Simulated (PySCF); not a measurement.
SMILES [SiH3]C[SiH2]C=O, singlet (GFN2-xTB optimised geometry):

```
13

O      0.980     1.771     1.001
C      1.774     0.878     0.837
Si     1.285    -0.776     0.000
C     -0.600    -0.776     0.000
Si    -1.456     0.946     0.000
H      2.822     1.031     1.170
H      1.918    -1.843     0.783
H      1.886    -0.728    -1.337
H     -0.962    -1.321     0.873
H     -0.957    -1.336    -0.864
H     -1.595     1.473     1.352
H     -2.822     0.668    -0.486
H     -0.834     1.843    -0.968
```

Method: PySCF with CAM-B3LYP/def2-TZVP.

Problem. What are the frontier orbital energies and the dipole moment?

Solution. HOMO-2 -10.61 eV, HOMO-1 -10.02 eV, HOMO -8.51 eV, LUMO -0.43 eV, LUMO+1 1.09 eV; dipole moment 2.57 D.

Meta-Löwdin charges at CAM-B3LYP/def2-TZVP: O1 -0.37, C2 0.07, Si3 0.62, C4 -0.69, Si5 0.55, H6 0.08, H7 -0.10, H8 -0.10, H9 0.14, H10 0.14, H11 -0.10, H12 -0.13, H13 -0.11.
